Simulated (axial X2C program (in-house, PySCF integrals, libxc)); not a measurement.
# What spin–orbit coupling does to InH⁺

All values were computed with an axial X2C code built on PySCF integrals. Spin-free means the one-electron spin-free X2C Hamiltonian; two-component (2c) means X2C with spin–orbit coupling and atomic mean-field two-electron Coulomb and Gaunt terms, so the difference of the two also holds small scalar two-electron terms. Basis: In dyall-cv3z [11s12p9d4f1g], H dyall-v3z [6s2p1d] (cores contracted in-house); Gaussian nuclei, density fitting, unrestricted open shells. Masses: In 114.904 u, H 1.008 u.

Spin-free state: M_S = 1/2, Λ = 0 (beyond evenly filled blocks: σα); fragments In+ + H.

```tsv
level	Re (Å)	ωe (cm⁻¹)	De (eV)	μ (D)
PBE0	1.844	1101.0	0.331	0.27
HF	1.827	1072.7	0.070	0.02
CCSD	1.831	1122.1	0.226	n/a
CCSD(T)	1.842	1070.3	0.205	n/a
PBEsol	1.860	1074.1	0.443	0.42
```

Correlated methods: 13 electrons correlated (number of frozen shells: In 4 s, 3 p, 1 d; H none), 193 virtual spin orbitals or spinors in MP2, 90 natural virtuals in coupled cluster.

Dipoles are positive if H is the positive end and refer to the centre of mass.

Two-component determinant lowest at the distance of the search:

Ω = 1/2 (⟨Sz⟩ = 0.50, ⟨Lz⟩ = 0.00 at HF); fragments In+ + H.

| level | Re (Å) | ωe (cm⁻¹) | De (eV) | μ (D) |
| --- | --- | --- | --- | --- |
| PBE0 | 1.843 | 1105.8 | 0.334 | 0.27 |
| HF | 1.826 | 1077.3 | 0.074 | 0.02 |
| CCSD | 1.830 | 1124.7 | 0.227 | n/a |
| CCSD(T) | 1.841 | 1073.1 | 0.205 | n/a |
| PBEsol | 1.859 | 1078.4 | 0.446 | 0.42 |

From the two tables, how do the constants change at the CCSD(T) level (2c against spin-free)?

At the CCSD(T) level Re goes down by 0.001 Å and ωe increases by 2.8 cm⁻¹; De changes by 0.000 eV.

The state is a single determinant with fixed occupations, the lowest that a limited PBE0 search found. De is counted from the lowest determinant-based energies of the atoms at the same level, without counterpoise correction. Density functionals use the spin component along the axis (collinear). Coupled cluster ran in a truncated set of natural virtual spinors; the MP2 energy of the rest was added. (T) has no such correction and the atoms are truncated less, which lowers De at CCSD(T) by a hundredth of an eV or more.
